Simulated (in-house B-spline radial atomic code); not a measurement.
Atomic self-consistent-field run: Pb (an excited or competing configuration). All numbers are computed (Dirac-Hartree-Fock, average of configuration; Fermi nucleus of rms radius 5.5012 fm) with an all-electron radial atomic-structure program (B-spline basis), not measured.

Command:
```bash
python run_scf.py task.json out
```
Settings (nuclear radius in fm, mass in u):
```
Z                82
configuration    [Xe] 4f14 5d10 5f1 6s2 6p1
hamiltonian      dirac
method           hf
spin_polarised   False
nucleus          fermi
rms_radius       5.5012
atomic_mass      207.97665
speed_of_light   137.035999084
```

Output (hartree, bohr):
```
 radial grid: 91 intervals, B-splines of order 8, outer radius 144.5 bohr

 iter        energy (Eh)    residual
    1      -20911.984392    1.05e+00
    2      -20912.678657    1.78e-01
    3      -20913.505727    1.82e-02
    4      -20913.507628    8.41e-03
    5      -20913.507851    9.85e-04
    6      -20913.507865    2.78e-04
    7      -20913.507867    1.16e-04
    8      -20913.507867    3.48e-05
    9      -20913.507867    3.42e-06
   10      -20913.507867    3.50e-07

 total energy                    -20913.50787
 kinetic                           24309.1698
 electron-nucleus                 -52897.2052
 electron-electron                  7674.5275

 first-order corrections (not in the total)
   Gaunt                            27.6948
   retardation                      -2.9363
   frequency dependence             -0.5631
   self-energy                      20.9731
   Uehling                          -4.4521
   Wichmann-Kroll                    0.2049
   recoil                            0.0329

 orbital      occ     eigenvalue          <r>       <r^2>       <1/r>     <1/r^2>       r_max    small
 1s1/2      2.000     -3256.1092     0.016054 0.000357426     101.241     25921.8    0.009847  9.78e-02
 2s1/2      2.000      -588.1057    0.0668826  0.00536142     25.0503     3760.94     0.05735  2.26e-02
 2p1/2      2.000      -563.7085    0.0549507  0.00378484     24.9602     1183.27     0.04204  2.26e-02
 2p3/2      4.000      -483.1207    0.0638295  0.00496287     19.9546     544.975     0.04972  1.99e-02
 3s1/2      2.000      -143.9753     0.173686   0.0346621     9.19908     866.961      0.1612  7.62e-03
 3p1/2      2.000      -133.0249     0.164405   0.0315835     9.09638     279.429      0.1504  7.55e-03
 3p3/2      4.000      -114.8146     0.180518   0.0378688     7.79325     131.009      0.1658  6.77e-03
 3d3/2      4.000       -97.0318     0.157098   0.0289798     7.67348     73.9195       0.129  6.63e-03
 3d5/2      6.000       -93.1914     0.161992   0.0306861      7.3828     67.2286      0.1332  6.42e-03
 4s1/2      2.000       -34.2070     0.383972    0.166453     3.88809     222.092      0.3628  2.60e-03
 4p1/2      2.000       -29.4326     0.385634    0.169231      3.7762     70.6119      0.3608  2.50e-03
 4p3/2      4.000       -24.9174      0.41843    0.198971     3.34518     33.7197      0.3913  2.22e-03
 4d3/2      4.000       -17.1397     0.423546    0.207147     3.14407     17.9315      0.3832  2.02e-03
 4d5/2      6.000       -16.2867     0.434375    0.217642     3.04283      16.298      0.3927  1.94e-03
 5s1/2      2.000        -6.3660     0.864443    0.837013     1.58482     45.4088      0.7951  6.64e-04
 5p1/2      2.000        -4.6608     0.924757    0.964331     1.46429     13.3489      0.8343  5.82e-04
 5p3/2      4.000        -3.8146      1.01132     1.15384     1.30969     6.37933      0.9073  4.96e-04
 4f5/2      6.000        -6.1542     0.448965    0.240727     2.69851     8.98041      0.3489  1.57e-03
 4f7/2      8.000        -5.9624     0.455052    0.247215      2.6599     8.70567      0.3535  1.54e-03
 5d3/2      4.000        -1.3589      1.25988     1.83747      1.0386     2.54869        1.05  3.25e-04
 5d5/2      6.000        -1.2565      1.30706     1.97984    0.996998     2.26675       1.083  3.02e-04
 5f5/2      0.429        -0.0313      17.9455     358.079   0.0627819  0.00452217       15.96  8.40e-07
 5f7/2      0.571        -0.0313      17.9416     357.942   0.0628009  0.00452583       15.95  8.41e-07
 6s1/2      2.000        -0.7582      2.31121     6.04237    0.554614     5.68742       1.992  9.83e-05
 6p1/2      0.333        -0.4728      2.83346     9.13489    0.445185     1.22589       2.386  6.17e-05
 6p3/2      0.667        -0.4082      3.14152     11.1999    0.396541     0.58587       2.658  4.89e-05
```

Cost of the run: 6 s on 1 thread of Intel(R) Xeon(R) Platinum 8488C (shared host).

For the Dirac Hamiltonian the kinetic term is c α·p + (β - 1)c².
